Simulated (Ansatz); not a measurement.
| atom | x (Å) | y (Å) | z (Å) |
| --- | --- | --- | --- |
| Cr | 0.0000 | 0.0000 | 0.0000 |
| C | 0.0000 | 0.0000 | 2.0000 |

Basis set: pcseg-2 (spherical functions). Charge 0, multiplicity 1.

Computed with Ansatz (development build ahead of 0.2.0); each method stands on the lowest determinant of its kind that the runs found.

The atomization energy at this shape (free ground-state atoms in the same class of orbitals less the molecule, no zero-point energy) of singlet CrC:

```csv
method,atomization energy
RHF,-6.65 eV
```

What does PBE (unrestricted) give?

1.64 eV. Caution: another spin multiplicity may lie lower; the shape is not the minimum. Caution for PBE (unrestricted): the unrestricted determinant is a mixture of spin states. Caution for RHF: stretched shape with no unrestricted run beside it, a lower state can exist; the molecule lies well above its atoms at this level.
